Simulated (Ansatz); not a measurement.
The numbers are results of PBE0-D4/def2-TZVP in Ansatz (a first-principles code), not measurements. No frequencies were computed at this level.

Ansatz 0.2 input:
```yaml
crystal:
  periodic: [false, false, false]
  atoms:
    - { symbol: Br, position_ang: [-0.361379, 1.952397, -0.970232] }
    - { symbol: Si, position_ang: [0.0, 0.0, 0.0] }
    - { symbol: Br, position_ang: [-0.973482, -1.598185, -1.175557] }
    - { symbol: Br, position_ang: [2.174504, -0.380758, 0.101749] }
    - { symbol: Br, position_ang: [-0.839642, 0.026547, 2.044039] }
basis:
  gaussian: { orbitals: def2-tzvp }
hamiltonian:
  xc: pbe0
  dispersion: d4
relax:
  max_steps: 150
```

Output:

```
Functional definition: PBE0
1920 factors; their error is unknown
mean field evaluation 1: about -288030.8329 eV, gradient 1.3e1 eV
mean field evaluation 2: about -288030.9645 eV, gradient 9.1e0 eV
mean field evaluation 4: about -288031.1602 eV, gradient 5.5e-1 eV
mean field evaluation 8: about -288032.9248 eV, gradient 7.6e-1 eV
mean field evaluation 16: about -288032.9252 eV, gradient 5.3e-6 eV
mean field -288032.92517397 eV, -10585.0147644147 hartree, gradient 5.0e-6 eV, S^2 0.000000; 0 other end points of the search recorded, 0 dependent functions left out
reference -288032.92520249 eV, -10585.0147654628 hartree; 77, 77 occupied and 152, 152 virtual orbitals, 1920 factors
relax step   1: F+E_penalty+E_count = -288033.20715142 eV  Δ(F+E_penalty+E_count) = +0.000e0 eV  max|allowed force component| = 2.763e-1 eV/Å  Δτ_max = 0.0000 Å  (28 SCF iters, accepted)
these checks for a lower state are left out or cut short: starts, cluster_reference, orbital_swaps, neighbouring_geometries, increment
1920 factors; their error is unknown
mean field -288032.93256015 eV, -10585.0150358515 hartree, gradient 4.3e-6 eV, S^2 0.000000; 0 other end points of the search recorded, 0 dependent functions left out
reference -288032.93258854 eV, -10585.0150368949 hartree; 77, 77 occupied and 152, 152 virtual orbitals, 1920 factors
relax step   2: F+E_penalty+E_count = -288033.21622404 eV  Δ(F+E_penalty+E_count) = -9.073e-3 eV  max|allowed force component| = 5.392e-3 eV/Å  Δτ_max = 0.0163 Å  (31 SCF iters, accepted)
1920 factors; their error is unknown
mean field evaluation 32: about -288032.9326 eV, gradient 4.4e-6 eV
mean field -288032.93256015 eV, -10585.0150358515 hartree, gradient 4.4e-6 eV, S^2 0.000000; 1 other end points of the search recorded, 0 dependent functions left out
reference -288032.93258854 eV, -10585.0150368949 hartree; 77, 77 occupied and 152, 152 virtual orbitals, 1920 factors
Total energy: -288033.21625243 eV, -10585.0254613507 hartree
Atom 0 at    -0.358718     1.938020    -0.963087 Å, force    -0.000896     0.004841    -0.002406 eV/Å
Atom 1 at    -0.000000     0.000000    -0.000000 Å, force     0.000000    -0.000000     0.000000 eV/Å
Atom 2 at    -0.966314    -1.586416    -1.166901 Å, force    -0.002414    -0.003963    -0.002915 eV/Å
Atom 3 at     2.158491    -0.377954     0.101000 Å, force     0.005392    -0.000944     0.000252 eV/Å
Atom 4 at    -0.833459     0.026351     2.028987 Å, force    -0.002082     0.000066     0.005069 eV/Å
Dipole moment:    -0.000000     0.000000    -0.000000 e Å
```

Cost: very roughly 70 core-seconds.
